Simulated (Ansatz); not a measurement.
`CC#C[SiH2]C`, charge 0, multiplicity 1.

Question: Give a relaxed structure at PBE0-D4/def2-TZVP (Ansatz 0.2.0). (Best estimate.)

Answer: The calculation gave: 
```xyz
13

C     1.0250    0.2800    2.7896
C     0.3900    0.3469    1.4904
C    -0.1424    0.4062    0.4060
Si   -0.9320    0.4793   -1.2321
C    -0.3188   -0.9063   -2.3233
H     1.3706    1.2678    3.1046
H     1.8885   -0.3895    2.7673
H     0.3278   -0.0915    3.5448
H    -2.4059    0.3841   -1.0546
H    -0.6256    1.7977   -1.8491
H     0.7626   -0.8386   -2.4597
H    -0.7932   -0.8595   -3.3065
H    -0.5466   -1.8767   -1.8773
```
This is one stationary point; other conformers may exist.
